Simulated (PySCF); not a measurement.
PySCF input file for In(Me)(Et) (C₃H₈In), SMILES C[CH2][In+][CH3], charge +1, C-PCM-B3LYP/def2-SVP. Geometry: PBE0-D3(BJ)/def2-SVP. The multiplicity is an assumed one; other spin states were not compared. The isomer is the one that the SMILES or the coordinates give; other isomers of the formula were not compared. The def2 effective core potentials stand for the cores of In; spin–orbit coupling is left out. One conformer was computed; it need not be the lowest.

```python
import numpy as np
from pyscf import gto, scf, dft
from pyscf.solvent import pcm

mol = gto.M(
    atom='''
    In   -0.13002061    0.13998642    0.29213664
    C    -1.02133712    1.73822531    1.34846752
    H    -1.57235544    1.33027662    2.20858205
    H    -1.71083185    2.26957826    0.67620613
    H    -0.23112645    2.42017303    1.69520524
    C     0.77082944   -1.47229529   -0.78152604
    C     1.04112227   -1.17893512   -2.25170467
    H     0.08169349   -2.32112823   -0.63858782
    H     1.69125057   -1.70086276   -0.21900363
    H     1.74169619   -0.34418817   -2.39870960
    H     0.12416440   -0.96694223   -2.82043804
    H     1.50283154   -2.06821052   -2.70937062
    ''',
    basis='def2-SVP',
    ecp={'In': 'def2-svp'},
    charge=1,
    spin=0,
    max_memory=1600,
    verbose=3,
)
mf = dft.RKS(mol, xc='b3lyp').density_fit(auxbasis='def2-universal-jkfit')
mf.grids.level = 3
mf.conv_tol = 1e-9
mf.max_cycle = 100
mf.kernel()
res = {}
for name, eps in {'water': 78.355, 'diethylether': 4.24, 'dimethylsulfoxide': 46.826}.items():
    s = mf.PCM()
    s.with_solvent.method, s.with_solvent.eps, s.with_solvent.lebedev_order = 'C-PCM', eps, 29
    s.kernel(mf.make_rdm1())
    res[name] = (s.e_tot, eps, s.dip_moment(), s.mo_energy, s.converged)
    print(f'{name}: electrostatic solvation free energy {(s.e_tot - mf.e_tot) * 627.509474:.3f} kcal/mol')
```

Program output:

```
converged SCF energy = -308.990007433459

WARN: PCM is an experimental feature. It is still in testing.
Features and APIs may be changed in the future.

converged SCF energy = -309.087412668701

WARN: System has nonzero charge 1; the dipole moment is origin-dependent.
Location of origin: [0. 0. 0.]

Dipole moment(X, Y, Z, Debye): -0.41489,  0.37255,  1.03923
water: electrostatic solvation free energy -61.123 kcal/mol

WARN: PCM is an experimental feature. It is still in testing.
Features and APIs may be changed in the future.

converged SCF energy = -309.064837690712

WARN: System has nonzero charge 1; the dipole moment is origin-dependent.
Location of origin: [0. 0. 0.]

Dipole moment(X, Y, Z, Debye): -0.36733,  0.33301,  0.91597
diethylether: electrostatic solvation free energy -46.957 kcal/mol

WARN: PCM is an experimental feature. It is still in testing.
Features and APIs may be changed in the future.

converged SCF energy = -309.086535601269

WARN: System has nonzero charge 1; the dipole moment is origin-dependent.
Location of origin: [0. 0. 0.]

Dipole moment(X, Y, Z, Debye): -0.41295,  0.37090,  1.03424
dimethylsulfoxide: electrostatic solvation free energy -60.572 kcal/mol
```

Self-consistency was reached.
